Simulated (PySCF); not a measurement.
Calculated NMR data

- GFN2-xTB geometry
- σ from GIAO-PBE0/pcSseg-1
- program: PySCF 2.14
- one conformer, gas phase, non-relativistic Hamiltonian, averaged over atoms made equivalent by symmetry, fast rotation or ring inversion

Scale: TMS for $^{1}$H (31.72 ppm) and $^{13}$C (186.93 ppm) (reference shieldings calculated alike). Splittings of carbon signals by F and P are missing where no couplings were computed. Where no couplings were computed, multiplicities follow the n + 1 count of equivalent neighbours, and m marks all less simple cases (inequivalent or close neighbours, rings, F or P nearby). Shifts are as computed. Against solution values, carbons near 30 ppm lie about +3 ppm off and those near 130 ppm about +5 ppm. Of 1211 compounds with measured shifts, 218 miss one by over three times the rms of a fit or turn the order of signals round; such compounds aren't used in these exercises.

Compound 1 (C$_{7}$H$_{9}$P). $^{1}$H NMR (600 MHz, computed): δ 7.35 (m, 1H), 6.83 (m, 1H), 6.52 (m, 1H), 6.27 (m, 1H), 5.64 (m, 1H), 5.11 (m, 1H), 2.37 (s, 3H). $^{13}$C{$^{1}$H} NMR (computed): δ 157.6, 155.8, 136.0, 134.8, 134.4, 122.5, 20.6. Structure: `C=CC1=CPC=C1C`.

Compound 2 (C$_{2}$H$_{8}$FPSi$_{2}$). $^{1}$H NMR (600 MHz, computed): δ 6.22 (m, 1H), 4.79 (m, 2H), 4.37 (d, 3H), 1.23 (m, 2H). $^{13}$C{$^{1}$H} NMR (computed): δ 184.3, 116.5. Structure: `C(/F)(=C\[SiH3])[SiH2]P`.
